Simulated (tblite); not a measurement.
Species: C6H14GaNO.
Atom-mapped SMILES: `[CH2:1]=[CH:2][CH2:3][O+:4]1[CH2:5][CH2:6][CH2:7][NH:8][GaH2-:9]1` (hydrogens: H10, H11 on C1; H12 on C2; H13, H14 on C3; H15, H16 on C5; H17, H18 on C6; H19, H20 on C7; H21 on N8; H22, H23 on Ga9)
Bond orders are those of one Lewis drawing.

Computed with GFN2-xTB (tblite), gas phase: L-BFGS steps from a force-field or distance-geometry start until the largest atomic force falls under 0.01 eV/Å.

Step 3: E = -765.5922 eV
```
atom  x, y, z in Å  |  force x, y, z in eV/Å
C1      3.3005   -0.0081    0.6740    0.071  -0.010   0.096
C2      2.7252   -0.3986   -0.4418   -0.039  -0.031  -0.337
C3      1.5415    0.3189   -1.0150   -0.223  -0.180   0.243
O4      0.4353    0.2613   -0.0952   -0.175   0.357  -0.058
C5     -0.2145   -1.0143   -0.0642    0.175   0.193  -0.074
C6     -1.3750   -1.0600    0.9243    0.007   0.003  -0.132
C7     -2.6191   -0.3006    0.4502    0.198  -0.092  -0.189
N8     -2.3756    1.1422    0.4196    0.033  -0.124   0.058
Ga9    -0.9287    1.6990   -0.5870   -0.303   0.243  -0.345
H10     4.1492   -0.5295    1.0611    0.196  -0.088   0.222
H11     2.9353    0.8368    1.2272   -0.017   0.107   0.071
H12     3.0868   -1.2488   -0.9947    0.094  -0.135  -0.059
H13     1.2154   -0.0965   -1.9702    0.084  -0.110  -0.194
H14     1.8006    1.3746   -1.1760   -0.269   0.031   0.164
H15    -0.5709   -1.2391   -1.0742   -0.136  -0.135  -0.129
H16     0.5407   -1.7474    0.2192    0.155  -0.257   0.073
H17    -1.6306   -2.1124    1.0557   -0.069  -0.064  -0.014
H18    -1.0446   -0.6800    1.8881    0.016   0.229   0.052
H19    -3.4475   -0.5388    1.1260   -0.084   0.046   0.104
H20    -2.8896   -0.6662   -0.5529   -0.046  -0.245   0.037
H21    -3.2009    1.5842    0.0198   -0.272   0.067   0.318
H22    -1.1378    1.4301   -2.1338    0.297  -0.031   0.007
H23    -0.3005    3.0201   -0.1980    0.307   0.224   0.086
```

Step 4: E = -765.6311 eV
```
atom  x, y, z in Å  |  force x, y, z in eV/Å
C1      3.3017   -0.0101    0.6753    0.025  -0.038  -0.027
C2      2.7278   -0.3994   -0.4460    0.093  -0.043  -0.059
C3      1.5417    0.3114   -1.0112   -0.300   0.088   0.000
O4      0.4336    0.2616   -0.0994   -0.235   0.310  -0.004
C5     -0.2122   -1.0146   -0.0639    0.192   0.112  -0.089
C6     -1.3767   -1.0581    0.9200    0.185  -0.041   0.033
C7     -2.6151   -0.3024    0.4460   -0.040  -0.125  -0.006
N8     -2.3700    1.1363    0.4154   -0.215   0.056   0.021
Ga9    -0.9524    1.7279   -0.5974   -0.088  -0.015  -0.319
H10     4.1520   -0.5294    1.0673    0.138  -0.063   0.171
H11     2.9366    0.8376    1.2282   -0.010   0.045   0.027
H12     3.0883   -1.2520   -0.9973    0.094  -0.106  -0.045
H13     1.2167   -0.0984   -1.9738    0.114  -0.090  -0.089
H14     1.7880    1.3754   -1.1694   -0.225  -0.095   0.156
H15    -0.5730   -1.2402   -1.0730   -0.097  -0.143  -0.125
H16     0.5466   -1.7521    0.2196    0.031  -0.125   0.040
H17    -1.6308   -2.1099    1.0539   -0.073  -0.086  -0.003
H18    -1.0456   -0.6735    1.8845   -0.010   0.189  -0.004
H19    -3.4492   -0.5383    1.1279    0.073   0.085  -0.009
H20    -2.8902   -0.6754   -0.5491   -0.066  -0.238  -0.079
H21    -3.2059    1.5843    0.0336   -0.159  -0.007   0.380
H22    -1.1254    1.4273   -2.1316    0.254   0.000  -0.082
H23    -0.2912    3.0189   -0.1974    0.318   0.330   0.112
```

Step 5: E = -765.6702 eV
```
atom  x, y, z in Å  |  force x, y, z in eV/Å
C1      3.3046   -0.0141    0.6760   -0.028   0.027  -0.054
C2      2.7321   -0.4003   -0.4505    0.098  -0.077   0.124
C3      1.5365    0.3051   -1.0080   -0.203   0.251  -0.150
O4      0.4270    0.2672   -0.1044   -0.225   0.104  -0.011
C5     -0.2063   -1.0135   -0.0654    0.068  -0.009  -0.067
C6     -1.3744   -1.0571    0.9164    0.230  -0.073   0.118
C7     -2.6124   -0.3066    0.4417   -0.151  -0.108   0.092
N8     -2.3677    1.1308    0.4110   -0.340   0.163  -0.029
Ga9    -0.9808    1.7606   -0.6152    0.138  -0.156  -0.163
H10     4.1568   -0.5298    1.0772    0.051  -0.024   0.086
H11     2.9380    0.8391    1.2297    0.030  -0.097  -0.065
H12     3.0919   -1.2579   -1.0014    0.052   0.003   0.005
H13     1.2205   -0.1021   -1.9789    0.106  -0.060   0.027
H14     1.7692    1.3742   -1.1587   -0.138  -0.126   0.105
H15    -0.5770   -1.2442   -1.0735   -0.008  -0.118  -0.054
H16     0.5534   -1.7591    0.2205   -0.079   0.069  -0.018
H17    -1.6322   -2.1084    1.0518   -0.032  -0.066   0.018
H18    -1.0470   -0.6627    1.8799   -0.012   0.131  -0.036
H19    -3.4492   -0.5359    1.1294    0.173   0.082  -0.073
H20    -2.8921   -0.6906   -0.5465   -0.067  -0.196  -0.132
H21    -3.2151    1.5841    0.0570   -0.118  -0.052   0.400
H22    -1.1062    1.4240   -2.1312    0.199   0.027  -0.216
H23    -0.2742    3.0241   -0.1946    0.254   0.305   0.093
```

Step 6: E = -765.6961 eV
```
atom  x, y, z in Å  |  force x, y, z in eV/Å
C1      3.3071   -0.0167    0.6764   -0.009   0.011  -0.061
C2      2.7356   -0.4018   -0.4528    0.002  -0.053   0.184
C3      1.5297    0.3034   -1.0070   -0.042   0.193  -0.142
O4      0.4179    0.2731   -0.1089   -0.148  -0.089  -0.057
C5     -0.2012   -1.0126   -0.0679   -0.080  -0.091  -0.027
C6     -1.3692   -1.0577    0.9152    0.117  -0.044   0.108
C7     -2.6117   -0.3113    0.4388   -0.113  -0.057   0.064
N8     -2.3706    1.1284    0.4077   -0.272   0.146  -0.077
Ga9    -1.0000    1.7833   -0.6313    0.260  -0.169   0.022
H10     4.1611   -0.5303    1.0863   -0.043   0.022   0.002
H11     2.9395    0.8384    1.2295    0.036  -0.140  -0.093
H12     3.0958   -1.2625   -1.0046    0.005   0.096   0.047
H13     1.2252   -0.1062   -1.9827    0.074  -0.026   0.092
H14     1.7524    1.3718   -1.1488   -0.044  -0.038   0.037
H15    -0.5799   -1.2494   -1.0746    0.059  -0.091   0.005
H16     0.5574   -1.7632    0.2209   -0.110   0.193  -0.058
H17    -1.6337   -2.1083    1.0506    0.023  -0.034   0.045
H18    -1.0481   -0.6517    1.8761    0.008   0.075  -0.044
H19    -3.4466   -0.5329    1.1300    0.175   0.043  -0.066
H20    -2.8948   -0.7059   -0.5465   -0.045  -0.130  -0.093
H21    -3.2260    1.5838    0.0818   -0.162  -0.048   0.372
H22    -1.0876    1.4220   -2.1352    0.161   0.046  -0.300
H23    -0.2567    3.0332   -0.1909    0.149   0.186   0.041
```

Q: Estimate the geometry and energy of step 7. (The exact step hangs on the optimiser's Hessian estimate; all steps are aligned on step 6, rigid shifts and turns removed.)

A: E = -765.7158 eV, largest force 0.396 eV/Å
```
atom  x, y, z in Å  |  force x, y, z in eV/Å
C1      3.3097   -0.0188    0.6760    0.003   0.001  -0.036
C2      2.7365   -0.4033   -0.4525   -0.093  -0.024   0.146
C3      1.5240    0.3042   -1.0073    0.077   0.054  -0.051
O4      0.4084    0.2765   -0.1135   -0.053  -0.193  -0.100
C5     -0.1993   -1.0128   -0.0704   -0.176  -0.111   0.002
C6     -1.3643   -1.0589    0.9155   -0.041   0.001   0.050
C7     -2.6118   -0.3156    0.4366   -0.026   0.011  -0.015
N8     -2.3767    1.1284    0.4045   -0.113   0.059  -0.122
Ga9    -1.0084    1.7959   -0.6424    0.282  -0.137   0.142
H10     4.1635   -0.5304    1.0931   -0.081   0.035  -0.053
H11     2.9410    0.8359    1.2280    0.024  -0.120  -0.078
H12     3.0989   -1.2642   -1.0059   -0.036   0.146   0.068
H13     1.2300   -0.1099   -1.9842    0.039   0.000   0.101
H14     1.7396    1.3704   -1.1411    0.028   0.071  -0.019
H15    -0.5812   -1.2552   -1.0757    0.078  -0.076   0.028
H16     0.5587   -1.7630    0.2203   -0.079   0.220  -0.066
H17    -1.6344   -2.1091    1.0507    0.068   0.001   0.073
H18    -1.0485   -0.6421    1.8733    0.031   0.030  -0.040
H19    -3.4423   -0.5301    1.1298    0.117  -0.006  -0.023
H20    -2.8975   -0.7195   -0.5478   -0.013  -0.062  -0.018
H21    -3.2387    1.5834    0.1066   -0.226  -0.021   0.324
H22    -1.0709    1.4215   -2.1441    0.141   0.067  -0.301
H23    -0.2412    3.0435   -0.1875    0.050   0.054  -0.013
```

The energy changes by -0.0197 eV. The first-order estimate −F·Δx gives -0.0266 eV and the mean of the old and new forces, exact on a quadratic surface, -0.0198 eV. The step makes an angle of 59° with the force vector and moves no atom by more than 0.028 Å.

The cost below is that of the whole relaxation. On an Arm Neoverse N1 with one thread, no GPU, shared host, this took 2.7 s wall.
